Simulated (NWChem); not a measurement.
Molecule: CH4BClO; SMILES CB(O)Cl

```xyz
8

B      0.0971    -0.4434    -0.0013
Cl    -0.0705     1.3391     0.0011
C     -1.1716    -1.3528    -0.0011
H     -1.7810    -1.1566     0.8961
H     -0.9121    -2.4204    -0.0270
H     -1.8149    -1.1190    -0.8645
O      1.3375    -0.9653    -0.0005
H      2.0307    -0.2950     0.0017
```
Atoms are numbered in this order, from 1.

Structure relaxed at the PBE0/def2-SVP level.

Problem. Give the principal values of the shielding tensors (ppm) of B1, Cl2, C3, O7 from Hartree-Fock/6-31G* (spherical d), GIAO (NWChem), with their diamagnetic and paramagnetic parts as GIAO splits them.

Solution. 
| atom | σ11 | σ22 | σ33 | isotropic | diamagnetic | paramagnetic |
|---|---|---|---|---|---|---|
| B1 | 51.3 | 89.8 | 104.5 | 81.9 | 194.1 | -112.3 |
| Cl2 | 721.4 | 925.7 | 1040.9 | 896.0 | 1147.7 | -251.6 |
| C3 | 183.9 | 191.1 | 207.8 | 194.3 | 251.8 | -57.5 |
| O7 | 87.8 | 228.6 | 274.1 | 196.8 | 392.1 | -195.3 |
